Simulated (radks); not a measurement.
Values are calculated unless marked as measured or tabulated.
Problem. All-electron atom: the technetium ion Tc+ in [Kr] 4d5 5d1 (not the ground configuration). Code: a radial shooting solver on a logarithmic mesh with Libxc functionals. Model: Dirac Kohn-Sham, BLYP, spin-unpolarised, spherical densities, point nucleus; open shells fill j = l - 1/2 first. Some entries of the table are withheld. Estimate them.

orbital,occ.,eigenvalue (hartree),r(max) (bohr),<r^2> (bohr^2)
1s1/2,2,-767.0795,0.02228,0.001586
2s1/2,2,-109.7611,0.1263,0.02632
2p1/2,2,-101.2562,(1),0.01983
2p3/2,4,-96.90774,(2),0.02118
3s1/2,2,-19.44293,0.3725,0.1977
3p1/2,2,-16.17512,(3),(4)
3p3/2,4,-15.44807,(5),(6)
3d3/2,4,(7),0.3097,0.1893
3d5/2,6,(8),0.3124,0.1925
4s1/2,2,-3.10027,0.9489,1.267
4p1/2,2,-2.14503,1.006,1.518
4p3/2,4,-2.03604,1.031,1.598
4d3/2,4,(9),1.260,3.197
4d5/2,1,(10),1.271,3.264
5d3/2,1,-0.14093,5.406,42.32
5d5/2,0,-0.14017,5.438,42.75

Solution. 
(1) 2p1/2 r(max) (bohr): 0.09812
(2) 2p3/2 r(max) (bohr): 0.1020
(3) 3p1/2 r(max) (bohr): 0.3594
(4) 3p1/2 <r^2> (bohr^2): 0.1950
(5) 3p3/2 r(max) (bohr): 0.3689
(6) 3p3/2 <r^2> (bohr^2): 0.2050
(7) 3d3/2 eigenvalue (hartree): -9.66363
(8) 3d5/2 eigenvalue (hartree): -9.52387
(9) 4d3/2 eigenvalue (hartree): -0.64618
(10) 4d5/2 eigenvalue (hartree): -0.63503
